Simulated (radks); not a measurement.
The numbers below are computed, except where a source is named.
Problem. Species: Tm29+. Configuration: [Kr] 4d4 (the NIST ground configuration). Code: a radial shooting solver on a logarithmic mesh with Libxc functionals. Model: non-relativistic Kohn-Sham, PBE, spin-polarised, spherical densities, point nucleus; open shells are filled with parallel spins first (spin-orbit coupling, left out, can overturn this in heavy ions); relativity is left out, which matters for an element this heavy. Some entries of the table are withheld. Estimate them.

orbital  occ.  eigenvalue (hartree)  r(max) (bohr)  <r^2> (bohr^2)
1s up       1             -2062.847        0.01457       0.0006451
1s down     1             -2062.845        0.01457       0.0006451
2s up       1             -366.2588        0.07959         0.01017
2s down     1             -366.1107        0.07958         0.01017
2p up       3             -351.5757        0.06188        0.007539
2p down     3             -351.4634        0.06187        0.007537
3s up       1             -111.0125         0.2192         0.06362
3s down     1             -110.9361         0.2192         0.06349
3p up       3             -104.4262         0.2069         0.05903
3p down     3             -104.3474         0.2070         0.05892
3d up       5             -92.26408         0.1640         0.04623
3d down     5             -92.14848         0.1641         0.04618
4s up       1             -47.70037         0.4730          0.2645
4s down     1             -47.34565         0.4731          0.2653
4p up       3             -44.90801            (1)          0.2661
4p down     3             -44.55411            (2)          0.2670
4d up       4             -39.93196            (3)          0.2630
4d down     0             -39.57783            (4)          0.2640
5s up       0             -26.23891         0.8680             (5)
5s down     0             -26.09430         0.8702             (6)
5p up       0             -24.95191         0.8811          0.8339
5p down     0             -24.81073         0.8834          0.8390

Solution. 
(1) 4p up r(max) (bohr): 0.4710
(2) 4p down r(max) (bohr): 0.4711
(3) 4d up r(max) (bohr): 0.4584
(4) 4d down r(max) (bohr): 0.4585
(5) 5s up <r^2> (bohr^2): 0.8073
(6) 5s down <r^2> (bohr^2): 0.8120
